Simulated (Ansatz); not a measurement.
One change: `CB/C=C/Br` becomes `[SiH3]O/C=C\Br`.

Ansatz, PBE0-D4/def2-TZVP geometries, multiplicity 1. Each molecule was computed in one conformer, which needn't be the lowest.

Scalar relativity is left out up to krypton.

```
                                          property  `CB/C=C/Br`
    size of the dipole moment (PBE/def2-TZVPP) / D         0.76
           HOMO–LUMO gap (ωB97M-V/def2-TZVPP) / eV         9.83
                HOMO energy (PBE0/def2-TZVPP) / eV        -7.74
             HOMO energy (ωB97M-V/def2-TZVPP) / eV        -9.84
             HOMO–LUMO gap (B3LYP/def2-TZVPP) / eV         5.31
size of the dipole moment (ωB97M-V/def2-TZVPP) / D         0.93
```

**Question.** What does the change do to each property? (An estimate is asked.)

**Answer.** Computed: 
```
                                          property  `[SiH3]O/C=C\Br`  shift
    size of the dipole moment (PBE/def2-TZVPP) / D              2.28   1.52
           HOMO–LUMO gap (ωB97M-V/def2-TZVPP) / eV             10.50   0.67
                HOMO energy (PBE0/def2-TZVPP) / eV             -6.75   0.99
             HOMO energy (ωB97M-V/def2-TZVPP) / eV             -8.92   0.92
             HOMO–LUMO gap (B3LYP/def2-TZVPP) / eV              6.16   0.85
size of the dipole moment (ωB97M-V/def2-TZVPP) / D              2.43   1.50
```

With PBE0 the HOMO rises by 0.99 eV and the LUMO rises by 1.86 eV, so the gap widens by about 0.87 eV. PBE moves the HOMO by 1.07 eV and ωB97M-V by 0.92 eV. Dipoles are sizes alone; their direction can turn.

B3LYP here is the variant with VWN-RPA as its local correlation; programs differ in this.

Spin–orbit coupling is left out; it splits and shifts lone-pair levels of the heavy atoms by tenths of an eV.
